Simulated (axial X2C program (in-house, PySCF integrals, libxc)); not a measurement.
**CaS⁻: cheaper levels and CCSD(T), 2c**

All values were computed with an axial X2C code built on PySCF integrals. Two-component (2c) means X2C with spin–orbit coupling and atomic mean-field two-electron Coulomb and Gaunt terms. Basis: Ca dyall-acv3z [12s13p7d5f], S dyall-av3z [9s8p3d2f] (cores contracted in-house); Gaussian nuclei, density fitting, unrestricted open shells. Masses: Ca 39.963 u, S 31.972 u.

State: Ω = 1/2 (⟨Sz⟩ = 0.50, ⟨Lz⟩ = 0.00 at HF); fragments Ca + S-.

| level | Re (Å) | ωe (cm⁻¹) | De (eV) |
| --- | --- | --- | --- |
| PBE0 | 2.395 | 418.1 | 2.91 |
| CCSD | 2.471 | 396.5 | 2.33 |
| r2SCAN0 | 2.398 | 422.3 | 2.98 |

Correlated methods: 9 electrons correlated (number of frozen shells: Ca 3 s, 2 p; S 2 s, 1 p), 281 virtual spin orbitals or spinors in MP2, 90 natural virtuals in coupled cluster.

CCSD(T), same Hamiltonian and basis:

Re = 2.482 Å, ωe = 386.1 cm⁻¹, De = 2.48 eV; T1 = 0.016 (Lee–Taylor normalisation).

(1) Give the differences from CCSD(T) in the columns below.

The state is one determinant whose occupation by symmetry is held fixed; it was picked as the lowest of a PBE0 search that is not exhaustive. Dissociation energies refer to the lowest single-determinant-based atoms at the same level and basis. Density functionals use the spin component along the axis (collinear). CCSD and (T) use frozen natural virtuals with an MP2 correction for the truncation; (T) itself is uncorrected, so its De runs slightly low. The 2c atoms are single determinants rather than J levels; their spin–orbit lowering is only partly caught, and De is too large by that part. This holds for PBE0, r2SCAN0. The functionals have no current-density term, which raises determinants with orbital currents, atoms included. The outer-core s and p shells of the metal are frozen in the correlated rows, which leaves out core–valence correlation; for alkali and alkaline-earth bonds that tends to lengthen them. The highest occupied level of some functionals is positive through self-interaction error; at Hartree–Fock it is bound.

Answers

(1) 

| level | ΔRe (Å) | Δωe (cm⁻¹) | ΔDe (eV) |
| --- | --- | --- | --- |
| PBE0 | -0.087 | 32 | 0.43 |
| CCSD | -0.011 | 10 | -0.15 |
| r2SCAN0 | -0.084 | 36 | 0.50 |
